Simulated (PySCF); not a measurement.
C4H6Si, charge +1, doublet, at a GFN2-xTB geometry (a state made from the parent by changing its charge; the spin is typed, not shown lowest); DF-PBE/pcseg-2 run with PySCF.

Here is a job for PySCF.
```python
from pyscf import gto, scf, dft

mol = gto.M(
    atom='''
C    -1.22297230    0.75078937   -0.51141486
C    -0.02715283    1.29312926   -0.17636825
Si    1.27639494   -0.07885050    0.24867627
C    -0.28677661   -1.22192005    0.35874349
C    -1.36635914   -0.63823961   -0.21587962
H    -2.01628783    1.31897589   -0.98269124
H     0.17189996    2.35218440   -0.14497500
H     1.96693914    0.11919603    1.51453988
H     1.99934934   -0.41289031   -0.97056525
H    -0.29750373   -2.19506248    0.82251505
H    -2.27436082   -1.18105042   -0.45077585
''',
    basis='pcseg-2',
    charge=1,
    spin=1,
    verbose=4,
)

mf = dft.UKS(mol)
mf.xc = 'pbe'
mf = mf.density_fit(auxbasis='def2-universal-jkfit')
mf.kernel()
```

Task: What does PySCF print? Leave out banner, timings and long lists.

Result: 
```
PySCF version 2.14.0

[INPUT] verbose = 4
[INPUT] num. atoms = 11
[INPUT] num. electrons = 43
[INPUT] charge = 1
[INPUT] spin (= nelec alpha-beta = 2S) = 1
[INPUT] symmetry False subgroup None
[INPUT] Mole.unit = angstrom
[INPUT] Symbol           X                Y                Z      unit          X                Y                Z       unit  Magmom
[INPUT]  1 C     -1.222972300000   0.750789370000  -0.511414860000 AA   -2.311082704929   1.418786286535  -0.966434021433 Bohr   0.0
[INPUT]  2 C     -0.027152830000   1.293129260000  -0.176368250000 AA   -0.051311412207   2.443660145061  -0.333287689569 Bohr   0.0
[INPUT]  3 Si     1.276394940000  -0.078850500000   0.248676270000 AA    2.412036863381  -0.149005849785   0.469930043978 Bohr   0.0
[INPUT]  4 C     -0.286776610000  -1.221920050000   0.358743490000 AA   -0.541929251831  -2.309094240615   0.677926945071 Bohr   0.0
[INPUT]  5 C     -1.366359140000  -0.638239610000  -0.215879620000 AA   -2.582044562396  -1.206098064749  -0.407953357675 Bohr   0.0
[INPUT]  6 H     -2.016287830000   1.318975890000  -0.982691240000 AA   -3.810231786994   2.492503197004  -1.857017308609 Bohr   0.0
[INPUT]  7 H      0.171899960000   2.352184400000  -0.144975000000 AA    0.324843845224   4.444984310474  -0.273963044909 Bohr   0.0
[INPUT]  8 H      1.966939140000   0.119196030000   1.514539880000 AA    3.716976278288   0.225247851835   2.862065577932 Bohr   0.0
[INPUT]  9 H      1.999349340000  -0.412890310000  -0.970565250000 AA    3.778222679930  -0.780249605387  -1.834102508520 Bohr   0.0
[INPUT] 10 H     -0.297503730000  -2.195062480000   0.822515050000 AA   -0.562200570737  -4.148066913509   1.554328177833 Bohr   0.0
[INPUT] 11 H     -2.274360820000  -1.181050420000  -0.450775850000 AA   -4.297919058241  -2.231861833103  -0.851842900068 Bohr   0.0

nuclear repulsion = 199.24559184991
number of shells = 38
number of NR pGTOs = 351
number of NR cGTOs = 238
basis = pcseg-2
ecp = {}

******** <class 'pyscf.df.df_jk.DFUKS'> ********
method = DFUKS
initial guess = minao
damping factor = 0
level_shift factor = 0
DIIS = <class 'pyscf.scf.diis.CDIIS'>
diis_start_cycle = 1
diis_space = 8
diis_damp = 0
SCF conv_tol = 1e-09
SCF conv_tol_grad = None
SCF max_cycles = 50
direct_scf = False
number electrons alpha = 22  beta = 21
XC library pyscf.dft.libxc version 7.1.2
    S. Lehtola, C. Steigemann, M. J. T. Oliveira, and M. A. L. Marques,  SoftwareX 7, 1–5 (2018)
XC functionals = pbe
    J. P. Perdew, K. Burke, and M. Ernzerhof,  Phys. Rev. Lett. 77, 3865 (1996)
    J. P. Perdew, K. Burke, and M. Ernzerhof,  Phys. Rev. Lett. 78, 1396 (1997)
    J. P. Perdew, K. Burke, and M. Ernzerhof,  Phys. Rev. Lett. 77, 3865 (1996)
    J. P. Perdew, K. Burke, and M. Ernzerhof,  Phys. Rev. Lett. 78, 1396 (1997)
radial grids:
    Treutler-Ahlrichs [JCP 102, 346 (1995); DOI:10.1063/1.469408] (M4) radial grids

becke partition: Becke, JCP 88, 2547 (1988); DOI:10.1063/1.454033
pruning grids: <function nwchem_prune>
grids dens level: 3
symmetrized grids: False
atomic radii adjust function: <function treutler_atomic_radii_adjust>
small_rho_cutoff = 0
Set gradient conv threshold to 3.16228e-05
tot grids = 134504
init E= -445.514731136393

cycle= 1 E= -444.855238319788  delta_E= 0.659  |g|= 0.201  |ddm|= 1.88
cycle= 2 E= -444.847257792186  delta_E= 0.00798  |g|= 0.22  |ddm|= 0.419
cycle= 3 E= -444.871366917031  delta_E= -0.0241  |g|= 0.056  |ddm|= 0.236
cycle= 4 E= -444.873218429049  delta_E= -0.00185  |g|= 0.0273  |ddm|= 0.0786
cycle= 5 E= -444.873599103802  delta_E= -0.000381  |g|= 0.00929  |ddm|= 0.0244
cycle= 6 E= -444.873649325357  delta_E= -5.02e-05  |g|= 0.00243  |ddm|= 0.0102
cycle= 7 E= -444.873653492068  delta_E= -4.17e-06  |g|= 0.000849  |ddm|= 0.00386
cycle= 8 E= -444.873654147518  delta_E= -6.55e-07  |g|= 0.000222  |ddm|= 0.00152
cycle= 9 E= -444.873654189852  delta_E= -4.23e-08  |g|= 0.000102  |ddm|= 0.000397
cycle= 10 E= -444.873654187622  delta_E= 2.23e-09  |g|= 0.00012  |ddm|= 0.000191
cycle= 11 E= -444.87365419666  delta_E= -9.04e-09  |g|= 3.05e-05  |ddm|= 0.000121
cycle= 12 E= -444.873654197265  delta_E= -6.05e-10  |g|= 6.97e-06  |ddm|= 3.82e-05
Extra cycle  E= -444.873654197244  delta_E= 2.06e-11  |g|= 9.65e-06  |ddm|= 1.83e-05
converged SCF energy = -444.873654197244  <S^2> = 0.75800147  2S+1 = 2.0079855
```
